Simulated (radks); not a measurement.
Results of a calculation; reference values are marked as such.
Coulomb parameter of the 4f shell of the praseodymium ion Pr2+ in the model configuration [Xe] 4f2 6s1, as a second difference U = [E(n + 1) + E(n - 1) - 2 E(n)] / (1)^2 with all orbitals relaxed. "Bare": the charge of the atom changes with n. "Screened": the 6s shell takes up the change at fixed total charge, which measures U(4f,4f) + U(6s,6s) - 2 U(4f,6s). Level of theory: Dirac Kohn-Sham, PBE, spin-unpolarised, spherical densities, point nucleus; open shells are shared between the two j in proportion to 2j + 1 (a radial shooting solver on a logarithmic mesh with Libxc functionals).

case         configuration  E - E(n) (eV)
start         [Xe] 4f2 6s1          0.000
bare +1       [Xe] 4f3 6s1        -14.062
bare -1       [Xe] 4f1 6s1         30.408
screened +1       [Xe] 4f3         -3.437
screened -1   [Xe] 4f1 6s2         10.299

U(bare) = 16.347 eV, U(screened by 6s) = 6.862 eV.
